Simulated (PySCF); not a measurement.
C₅H₁₄Cl₂GeSi, SMILES [CH3][Ge]([CH3])([CH3])[CH2]C[SiH](Cl)Cl.

Coordinates come from a PBE0-D3(BJ)/def2-SVP optimisation. This is a generated structure with no PubChem entry under its InChIKey; it may be hypothetical. Other conformers were not sampled.

All values below come from ωB97X/def2-SVP (PySCF).

Isolated molecule, no solvent.

Computed frontier levels, gap, dipole moment and polarisability:
```
Quantity                                                                                                          Result
---------------------------------------------------------------------------------------------  -------------------------
highest occupied level                                                                                          -9.89 eV
lowest empty level                                                                                               2.90 eV
orbital gap                                                                                                     12.79 eV
dipole moment                                                                                                     2.59 D
quadrupole, principal values (traceless, Buckingham form, about the centre of nuclear charge)      -7.37, 0.98, 6.39 D·Å
mean static polarisability                                                                        118.0 bohr³ (17.48 Å³)
polarisability, principal values                                                               104.1, 114.0, 135.7 bohr³
```
